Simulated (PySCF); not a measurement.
GeH₅Si, SMILES [SiH3][GeH2], multiplicity 2. The structure is a stationary point at PBE-D3(BJ)/def2-TZVP. The isomer is the one that the SMILES or the coordinates give; other isomers of the formula were not compared.

Computed equilibrium geometry at PBE-D3(BJ)/def2-TZVP (PySCF confirms it by a frequency run) as a Z-matrix, and its point group:
point group Cs.
```
Si
H 1 1.4948
H 1 1.4948 2 109.18
H 1 1.4994 2 108.65 3 118.34
Ge 1 2.3809 2 108.81 4 123.03
H 5 1.5543 1 114.33 2 -57.33
H 5 1.5543 6 108.90 1 129.25
```
Charge 0, spin multiplicity 2.
